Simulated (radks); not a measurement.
Effect of the nuclear size on the lutetium ion Lu+, [Xe] 4f14 6s2. Method: Dirac Kohn-Sham, exchange-only LDA, spin-unpolarised, spherical densities, finite nucleus; Fermi nuclear charge, rms radius 5.37 fm; computed with a radial shooting solver on a logarithmic mesh with Libxc functionals. The rms radius is varied about that value; shifts are against it.

rms radius (fm)  total energy shift (eV)  density at nucleus (e/bohr^3)  1s1/2 shift (meV)  2s1/2 shift (meV)  4p1/2 shift (meV)  5s1/2 shift (meV)  5p1/2 shift (meV)  6s1/2 shift (meV)  6p1/2 (empty) shift (meV)
4.4303                             -14.3                      1.176e+06              -5830               -799              0.369              -6.26              0.683             -0.459                      0.230
4.8706                             -7.83                      1.142e+06              -3190               -438              0.201              -3.43              0.374             -0.252                      0.126
5.37                                   0                      1.107e+06              0.000              0.000              0.000              0.000              0.000              0.000                      0.000
5.8211                              7.52                      1.079e+06               3070                420             -0.191               3.29             -0.359              0.242                     -0.121
6.6481                              22.4                      1.034e+06               9120               1250             -0.563               9.78              -1.07              0.718                     -0.360

Slopes of the eigenvalues against <r^2> in GHz/fm^2, as finite differences over the two radii next to the reference (eigenvalue slopes, not the field-shift constants of lines): 1s1/2 149000, 2s1/2 20400, 4p1/2 -9.34, 5s1/2 160, 5p1/2 -17.4, 6s1/2 11.7, 6p1/2 (empty) -5.88.
